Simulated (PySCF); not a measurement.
SMILES [Se]([GeH3])[Si](C)(C)C (C₃H₁₂GeSeSi) (GFN2-xTB optimised geometry):

```
18

Se    -1.078    -0.241     0.000
Si     1.277    -0.241     0.000
C      1.762    -2.017    -0.485
C      1.864     0.208     1.760
C      1.896     1.043    -1.270
H      2.837    -2.152    -0.440
H      1.301    -2.736     0.184
H      1.433    -2.249    -1.493
H      1.488    -0.506     2.487
H      1.507     1.193     2.051
H      2.947     0.213     1.824
H      1.634     2.051    -0.956
H      1.450     0.873    -2.246
H      2.974     0.996    -1.383
Ge    -1.403     2.041     0.000
H     -2.837     2.314     0.339
H     -0.532     2.736     1.015
H     -1.108     2.662    -1.339
```

Calculation: PBE0/def2-SVP (PySCF).

Task: What are the frontier orbital energies and the dipole moment?

Result: HOMO-2 -8.56 eV, HOMO-1 -7.91 eV, HOMO -6.49 eV, LUMO 0.33 eV, LUMO+1 0.86 eV; dipole moment 2.07 D.

On the same geometry PBE/def2-SVP run with PySCF 2.14.0 gives HOMO-2 -7.31 eV, HOMO-1 -6.75 eV, HOMO -5.32 eV, LUMO -0.54 eV, LUMO+1 0.00 eV; dipole moment 2.00 D.

Meta-Löwdin charges at PBE0/def2-SVP: Se1 -0.35, Si2 0.81, C3 -0.55, C4 -0.55, C5 -0.55, H6 0.12, H7 0.12, H8 0.12, H9 0.12, H10 0.12, H11 0.11, H12 0.12, H13 0.12, H14 0.12, Ge15 0.30, H16 -0.05, H17 -0.07, H18 -0.07.
